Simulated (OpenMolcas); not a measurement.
## neutral dysprosium: from CASSCF to CASPT2

```json
{"Program": "OpenMolcas", "Basis": "ANO-RCC-VTZP [8s7p5d3f2g1h]", "Scalar Hamiltonian": "DKH2, point nucleus", "Active space": "10 electrons in 7 orbitals (4f)", "State averaging": "2S+1 = 5 even, 35 roots (30 in the spin-orbit step); 2S+1 = 3 even, 210 roots (99 in the spin-orbit step); 2S+1 = 1 even, 196 roots (31 in the spin-orbit step)", "Spin-orbit coupling": "state interaction with AMFI integrals over the reference wave functions, term energies averaged over their components"}
```

Methods on the same reference wave functions:
A. CASSCF
B. SS-CASPT2, IPEA 0.25 Eh, imaginary shift 0.1 Eh (closed shells correlated: 5s 5p 6s)

Energies in cm⁻¹ above 4f¹⁰ 6s² ⁵I₈, the measured ground level; measured values from NIST Handbook of Basic Atomic Spectroscopic Data.

| Level | A | B | Measured |
| --- | --- | --- | --- |
| 4f¹⁰ 6s² ⁵I₈ | 0.0 | 0.0 | 0.0 |
| 4f¹⁰ 6s² ⁵I₇ | 4253 | 4320 | 4134 |
| 4f¹⁰ 6s² ⁵I₆ | 7401 | 7400 | 7051 |
| 4f¹⁰ 6s² ⁵I₅ | 9774 | 9670 | 9212 |
| 4f¹⁰ 6s² ⁵I₄ | 11626 | 11460 | 10925 |
| 4f¹⁰ 6s² ⁵F₅ | 18670 | 15100 |  |
| 4f¹⁰ 6s² ⁵S₂ [74 %] | 21024 | 17050 |  |
| 4f¹⁰ 6s² ³K₈ | 21520 | 19450 |  |
| 4f¹⁰ 6s² ⁵F₄ | 21750 | 18220 |  |
| 4f¹⁰ 6s² ⁵F₃ | 23207 | 19610 |  |
| 4f¹⁰ 6s² ⁵F₁ | 24433 | 20690 |  |
| 4f¹⁰ 6s² ³K₇ | 25676 | 23550 |  |
| 4f¹⁰ 6s² ³K₆ [73 %] | 29366 | 27410 |  |
| 4f¹⁰ 6s² ³L₉ | 29975 | 27660 |  |
| 4f¹⁰ 6s² ⁵G₅ [61 %] | 30888 | 26530 |  |

Deviations, from unrounded energies. A percentage is the sum of absolute deviations over the sum of measured energies, with the sign that they share, or ± where signs differ.

```
                  Against measurement  Levels     A     B
       mean absolute deviation (cm-1)       4   430   380
fine structure of the ground term (%)       4  +5.5  +4.9
```

B lies closest to measurement on these levels. The largest miss of B in the table is 4f¹⁰ 6s² ⁵I₄, by +540 cm-1. The ranking rests on the paired levels alone, and a cruder setting can come out closer through cancelling errors.

From A to B the spin-free energies of the other terms of 4f¹⁰ 6s² shown, above ⁵I, scale by factors of 0.76 to 0.91, as is usual when dynamic correlation screens the repulsion within a d or f shell.

The lowest spin-free term lies below A's lowest term by 0.966 hartree in B.

CASPT2 does not keep the components of a term degenerate, so their means are used; among the terms shown or strongly mixed into the levels shown the widest spread is 760 cm-1 (4f¹⁰ 6s² ⁵I, B). High states are left out of the spin-orbit mixing, which shifts the levels that they would mix with. With the s shell closed, the reference lacks s² → p² mixing. Without dynamic correlation excited terms often stand tens of per cent too high (terms of higher spin than the ground term too low), and those without a measured partner can miss by more than the paired ones (holds for A). The CASPT2 spread within a term exceeds the gap to the next term for 4f¹⁰ 6s² ⁵G and 4f¹⁰ 6s² ³H, so the order of their levels is uncertain, and so are names and mixing where such terms share a J (holds for B). Measured partners are found by configuration, term and J. A level has none where our copy of the source lacks it or the pairing is in doubt (some pairs that miss far off the trend of their configuration count as doubtful), and it then counts in no deviation. Only configurations of the active space appear. The table leaves out levels that lie high or whose names do not pair safely across all columns.

A share in square brackets marks a mixed level and gives the weight of the term that names it, the lowest over the columns.
